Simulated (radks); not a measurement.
Task: Mo+, configuration [Kr] 4d5 (the NIST ground configuration). Method: non-relativistic Kohn-Sham, r2SCAN, spin-polarised, spherical densities, point nucleus; open shells are filled with parallel spins first (spin-orbit coupling, left out, can overturn this in heavy ions); meta-GGA in the generalised Kohn-Sham scheme; relativity is left out, which matters for an element this heavy; computed with a radial shooting solver on a logarithmic mesh with Libxc functionals. Some entries of the table are withheld. Estimate them.

| orbital | occ. | eigenvalue (hartree) | <1/r> (bohr^-1) | <r^2> (bohr^2) |
|---|---|---|---|---|
| 1s down | 1 | -711.9332 | 41.48 | 0.001765 |
| 1s up | 1 | -711.9318 | 41.48 | 0.001765 |
| 2s up | 1 | -99.48388 | 9.364 | 0.02959 |
| 2s down | 1 | -99.45503 | 9.365 | 0.02958 |
| 2p up | 3 | -91.54459 | 9.342 | 0.02257 |
| 2p down | 3 | -91.52464 | 9.343 | 0.02256 |
| 3s up | 1 | -17.23350 | 3.253 | 0.2211 |
| 3s down | 1 | -17.22641 | 3.252 | 0.2211 |
| 3p up | 3 | -14.16057 | 3.154 | 0.2200 |
| 3p down | 3 | -14.14993 | 3.152 | 0.2200 |
| 3d up | 5 | -8.56335 | (1) | 0.2065 |
| 3d down | 5 | -8.54142 | (2) | 0.2063 |
| 4s up | 1 | -2.58107 | 1.175 | 1.491 |
| 4s down | 1 | -2.44693 | 1.191 | 1.462 |
| 4p up | 3 | -1.71509 | 1.058 | 1.823 |
| 4p down | 3 | -1.56646 | 1.076 | 1.775 |
| 4d up | 5 | (3) | 0.7328 | (4) |
| 4d down | 0 | (5) | 0.7322 | (6) |

Result: 
(1) 3d up <1/r> (bohr^-1): 2.968
(2) 3d down <1/r> (bohr^-1): 2.967
(3) 4d up eigenvalue (hartree): -0.43223
(4) 4d up <r^2> (bohr^2): 4.032
(5) 4d down eigenvalue (hartree): -0.25356
(6) 4d down <r^2> (bohr^2): 4.487
